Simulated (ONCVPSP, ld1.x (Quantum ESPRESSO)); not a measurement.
# Potentials for sulfur compared

Generated with ld1.x 7.5 (TM, RRKJ, ultrasoft, PAW), atompaw 4.2 or ONCVPSP 4.0.1. The cutoff is in Ry: for ld1.x and atompaw files where the sum of valence levels is converged to 10 mRy in a Bessel basis, for ONCV files where the hardest occupied wave has 1 mHa per electron of residual kinetic energy. The error is the largest all-electron minus pseudo excitation energy over each file’s own four to seven test configurations (ionisations up to +4, promotions, holes and added fractions of an electron), all of which were solved. The labels leave out finer settings (local radius, basis sizes, second energies), which also bear on the numbers. Spin-polarised tests are not counted. The rows are a selection from randomly drawn settings: files with unsolved tests, undetermined cutoffs or missed reference levels are left out.

A true bound ghost makes a file unfit for plane-wave use even where its test errors are small: the radial tests pick states by their node count and pass the ghost by.

```tsv
potential	cutoff (Ry)	largest error (meV)	bound ghosts
ONCV, PBE, scalar-relativistic, rc 0.94/1.18/1.06 (spd), local smoothed, core correction yes, reference 2s2 2p6 3s2 3p4, qcut 14.4/17.6/10.7, projectors 3/2/1	155	-884	none
ONCV, PBE, scalar-relativistic, rc 0.65/0.65/0.50 (spd), local smoothed, core correction no, reference 2s2 2p6 3s2 3p4, qcut 17.4/22/16.9, projectors 2/3/2	377	+7.5	none
ONCV, PBE, non-relativistic, rc 1.25/1.15/1.20 (spd), local smoothed, core correction yes, reference 3s1 3p5, qcut 4.7/6.7/9.4, projectors 2/2/3	155	+114	p
ONCV, LDA (Perdew-Wang 92), scalar-relativistic, rc 1.35/1.50/1.40 (spd), local smoothed, core correction yes, reference 3s2 3p4, qcut 4/5.1/6.8, projectors 1/3/2	89	+95	p
```

(1) Fill in the row for S: ONCV, PBE, fully relativistic, rc 1.40/1.65/1.60 (spd), local smoothed, core correction yes, reference 3s2 3p4, qcut 3.6/6/6.4, projectors 2/2/2.

(2) Fill in the row for S: TM, LDA (PZ), scalar-relativistic, rc 1.05/1.05/1.15 (spd), local p, core correction yes, reference 3s2 3p4.

Results:

(1) cutoff 151 Ry, largest error +60 meV, bound ghosts: none.

(2) cutoff 110 Ry, largest error +220 meV, bound ghosts: none.
